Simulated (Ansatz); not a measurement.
Relaxation of C₂H₁₀ClNSi₂ (16 atoms, charge 0, multiplicity 1), to a largest force component of 0.015 eV/Å in at most 40 steps.

All numbers below come from RKS B3LYP/STO-3G in Ansatz 0.2.0.

```xyz
16
Properties=species:S:1:pos:R:3:forces:R:3
C -0.263 -1.311 1.444 -1.48 3.69 0.93
Si -0.054 -0.494 -0.229 3.02 0.69 1.25
Si 2.165 -0.569 -0.771 1.56 0.10 0.80
Cl -1.077 -1.523 -1.628 -1.62 -1.36 -1.74
C -0.579 1.296 -0.298 -1.04 0.98 -0.31
N 0.214 2.140 0.617 2.33 -0.26 0.10
H 0.049 -2.307 1.449 0.76 -2.30 0.15
H -1.331 -1.238 1.704 0.07 -0.53 0.07
H 0.243 -0.714 2.254 -0.06 -0.78 -0.91
H 2.695 -1.972 -0.743 -0.51 1.14 -0.15
H 2.967 0.197 0.272 -0.94 -0.84 -1.14
H 2.459 0.050 -2.074 -0.19 -0.38 0.54
H -1.633 1.455 -0.025 -0.72 -0.44 -0.64
H -0.397 1.716 -1.313 -0.37 -0.40 0.17
H 0.044 1.824 1.588 -0.33 0.14 0.77
H -0.087 3.128 0.539 -0.46 0.53 0.11
```

Problem. Where does it end, and by what steps?

Solution. The forces met the threshold. The force dipped under the threshold on the way, but the program's further checks kept it going. Limits of this set-up: minimal basis. After 14 steps the energy has fallen by 0.671 eV; H11 moved furthest, 0.28 Å.

```csv
step,energy less start (eV),largest force component (eV/Å),accepted
0,0.0000,3.689,yes
1,-0.5778,1.132,yes
2,-0.6529,0.426,yes
3,-0.6657,0.223,yes
4,-0.6686,0.059,yes
5,-0.6691,0.028,yes
6,-0.6694,0.021,yes
7,-0.6696,0.019,yes
8,-0.6700,0.020,yes
9,-0.6702,0.030,yes
10,-0.6703,0.034,yes
11,-0.6705,0.033,yes
12,-0.6705,0.046,yes
13,-0.6707,0.011,yes
14,-0.6707,0.008,yes
```

```xyz
16
Properties=species:S:1:pos:R:3
C -0.290 -1.226 1.475
Si 0.080 -0.479 -0.213
Si 2.274 -0.599 -0.790
Cl -1.083 -1.581 -1.618
C -0.589 1.298 -0.282
N 0.237 2.168 0.665
H -0.003 -2.285 1.515
H -1.359 -1.159 1.714
H 0.268 -0.698 2.260
H 2.659 -1.974 -1.010
H 3.088 -0.061 0.275
H 2.522 0.153 -1.997
H -1.677 1.322 -0.068
H -0.453 1.701 -1.300
H -0.130 1.943 1.636
H -0.131 3.154 0.522
```

Time of the run: 58 s on 1 thread of Intel(R) Xeon(R) Platinum 8488C (Sapphire Rapids), with other jobs on the host, peak memory 0.19 GiB.
